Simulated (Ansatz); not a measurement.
A nudged elastic band was laid between two geometries of C2H7Ge + ClH (12 atoms, charge 0, multiplicity 2).

These are results of UKS PBE/def2-SVP (Ansatz), not measurements.

```
movable images  : 4
climbing image  : no
spring          : 5.0 eV/Å²
optimiser       : quadratic models (default)
start path      : through a guess of the saddle point
force threshold : 0.05 eV/Å
iteration limit : 60
end points      : relaxed
```

First end point:

```xyz
12
Properties=species:S:1:pos:R:3
Ge -0.119 0.193 -0.132
H 0.181 -0.278 2.028
C 1.791 0.175 -0.621
H 2.329 -0.557 0.012
H 1.901 -0.118 -1.686
H 2.241 1.176 -0.475
H -0.863 1.437 -0.719
C -1.032 -1.496 -0.582
H -2.124 -1.403 -0.425
H -0.841 -1.753 -1.645
H -0.644 -2.309 0.062
Cl 0.676 -1.108 2.975
```

Last end point:

```xyz
12
Properties=species:S:1:pos:R:3
Ge -0.021 0.051 -0.043
H 0.117 -0.171 2.075
C 1.833 0.113 -0.711
H 2.392 -0.779 -0.370
H 1.824 0.126 -1.822
H 2.349 1.022 -0.349
H -0.805 1.357 -0.392
C -0.982 -1.560 -0.649
H -2.011 -1.578 -0.239
H -1.039 -1.560 -1.758
H -0.447 -2.471 -0.318
Cl 0.285 -0.590 3.368
```

(1) What changes between the two ends?

(2) Give the energies along the band, and the barrier.

## Answers

(1) No bond is made or broken.

(2) The forces met the threshold. The highest image is number 5 of 0 to 5, 0.013 eV above the first end and 0.000 eV above the last; the last end lies 0.013 eV above the first. The highest image is an end point: on this band no image between the ends rises above it.

| image | path coordinate (Å) | energy (eV) |
| --- | --- | --- |
| 0 | 0.00 | 0.000 |
| 1 | 0.25 | 0.001 |
| 2 | 0.51 | 0.004 |
| 3 | 0.76 | 0.007 |
| 4 | 1.01 | 0.010 |
| 5 | 1.26 | 0.013 |

The run took 110 s on 4 threads of Arm Neoverse V1, with other jobs on the host, peak memory 0.21 GiB.
